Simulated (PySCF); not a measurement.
Correlation energy of Ne⁺ (neon, charge +1)

[He] 2s2 2p5, 2P determinant. All numbers are calculated (PySCF 2.14, the spin-free X2C one-electron Hamiltonian (Gaussian nucleus), in cc-pVDZ-DK (3s2p1d, 14 functions)). Frozen: 1s2; 7 electrons correlated.

MP2 pair energies summed by pair of shells (mhartree):

| pair | energy | share (%) |
| --- | --- | --- |
| 2p-2p | -86.57 | 64.6 |
| 2s-2p | -40.12 | 29.9 |
| 2s-2s | -7.29 | 5.4 |

Total MP2 correlation energy: -133.97 mhartree.

Same-spin part -33.66 and opposite-spin part -100.31 mhartree; SCS-MP2 scales them by 1/3 and 6/5 to -131.59 mhartree.

```json
{"level": "CCSD", "correlation energy (mhartree)": "-144.24"}
{"level": "(T)", "correlation energy (mhartree)": "-1.02"}
{"level": "CCSD(T)", "correlation energy (mhartree)": "-145.26"}
```

Diagnostics: T1 = 0.0031, D1 = 0.0051, largest double amplitude 0.038.

Is a single reference adequate?

Yes: T1 lies below 0.03 and no double amplitude reaches 0.07.
